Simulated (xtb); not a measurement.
Te, charge +1, quartet (a state made from the parent by changing its charge; the spin is typed, not shown lowest); GFN0-xTB (xtb).

The xtb input:
```
$ xtb mol.xyz --gfn 0 --chrg 1 --uhf 3 --json

# file mol.xyz
1

Te     0.00000000     0.00000000     0.00000000
```

The log (banner, timings and long lists left out):

```
   ID    Z sym.   atoms
    1   52 Te     1

           -------------------------------------------------
          |                Calculation Setup                |
           -------------------------------------------------

           -------------------------------------------------
          |                 G F N 0 - x T B                 |
           -------------------------------------------------

          ...................................................
          :                      SETUP                      :
          :.................................................:
          :  # basis functions                  10          :
          :  # atomic orbitals                   9          :
          :  # shells                            3          :
          :  # electrons                         5          :
          :  electronic temp.          300.0000000     K    :
          :  accuracy                    1.0000000          :
          :  -> integral cutoff          0.2500000E+02      :
          :  -> integral neglect         0.1000000E-07      :
          ...................................................

         :::::::::::::::::::::::::::::::::::::::::::::::::::::
         ::                     SUMMARY                     ::
         :::::::::::::::::::::::::::::::::::::::::::::::::::::
         :: total energy              -1.047353401254 Eh    ::
         :: gradient norm              0.000000000000 Eh/a0 ::
         :: HOMO-LUMO gap             12.722831300000 eV    ::
         ::.................................................::
         :: H0 energy                 -2.657074517418 Eh    ::
         :: repulsion energy           0.000000000000 Eh    ::
         :: electrostat energy         1.609721116164 Eh    ::
         :: -> Gsolv                   0.000000000000 Eh    ::
         ::    -> Gsasa                0.000000000000 Eh    ::
         ::    -> Gshift               0.000000000000 Eh    ::
         :: dispersion energy          0.000000000000 Eh    ::
         :: short-range corr.          0.000000000000 Eh    ::
         :: add. restraining           0.000000000000 Eh    ::
         :: total charge               1.000000000000 e     ::
         :::::::::::::::::::::::::::::::::::::::::::::::::::::

           -------------------------------------------------
          |                Property Printout                |
           -------------------------------------------------

    * Orbital Energies and Occupations

         #    Occupation            Energy/Eh            Energy/eV
      -------------------------------------------------------------
         1        2.0000           -0.6670526             -18.1514
         2        1.0000           -0.4409898             -11.9999
         3        1.0000           -0.4409898             -11.9999
         4        1.0000           -0.4409898             -11.9999 (HOMO)
         5                          0.0265657               0.7229 (LUMO)
         6                          0.0265657               0.7229
         7                          0.0265657               0.7229
         8                          0.0265657               0.7229
         9                          0.0265657               0.7229
      -------------------------------------------------------------
                  HL-Gap            0.4675554 Eh           12.7228 eV
             Fermi-level            0.0000000 Eh            0.0000 eV

     #   Z          covCN         q      C6AA      α(0)
     1  52 Te       0.000     1.000   356.019    35.330

 Mol. C6AA /au·bohr⁶  :        356.018505
 Mol. C8AA /au·bohr⁸  :      36138.657383
 Mol. α(0) /au        :         35.330341

Wiberg/Mayer (AO) data.
largest (>0.10) Wiberg bond orders for each atom

 ---------------------------------------------------------------------------
     #   Z sym  total        # sym  WBO       # sym  WBO       # sym  WBO
 ---------------------------------------------------------------------------
     1  52 Te   0.000
 ---------------------------------------------------------------------------

 dipole moment from electron density (au)
     X       Y       Z
   0.0000   0.0000   0.0000  total (Debye):    0.000

           -------------------------------------------------
          | TOTAL ENERGY               -1.047353401254 Eh   |
          | GRADIENT NORM               0.000000000000 Eh/α |
          | HOMO-LUMO GAP              12.722831300000 eV   |
           -------------------------------------------------

normal termination of xtb
```
